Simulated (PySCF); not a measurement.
## How methods differ on the ionisation energy of As

As [Ar] 3d10 4s2 4p3 [4p1/2^2 4p3/2^1, M_J = 3/2] → As⁺ [Ar] 3d10 4s2 4p2 [4p1/2^2, M_J = 0], as a difference of total energies. Calculation: PySCF 2.14, in x2c-TZVPPall-2c (6s7p4d1f, 54 functions); the two-component X2C-1e Hamiltonian. Correlated levels: [Ne] frozen. "Screened" scales the spin-orbit matrix elements by Boettger's factors to mimic the two-electron term; Breit and QED terms are absent.

```
                    method  ionisation energy (eV)  error (eV)
           GHF (spin-free)                   9.517      -0.272
          GMP2 (spin-free)                   9.996      +0.207
 GHF (screened spin-orbit)                   9.400      -0.389
GMP2 (screened spin-orbit)                   9.880      +0.091
```

Reference: 9.789 eV (measured; NIST Atomic Spectra Database, ionization energies).

The spin-free rows relax to the high-spin LS determinant and lack the spin-orbit shift.

Errors of the correlated levels include the incompleteness of this basis and the frozen core.

The labels give the starting determinants; with spin-orbit coupling the two ends relaxed to ⟨J²⟩ = 3.75, ⟨L²⟩ = 0.01, ⟨S²⟩ = 3.74 and ⟨J²⟩ = 1.62, ⟨L²⟩ = 2.01, ⟨S²⟩ = 1.98.

The determinant of As⁺ mixes levels of different J (the jj label is only the starting occupation), so the difference between spin-free and spin-orbit rows is not the physical spin-orbit shift.
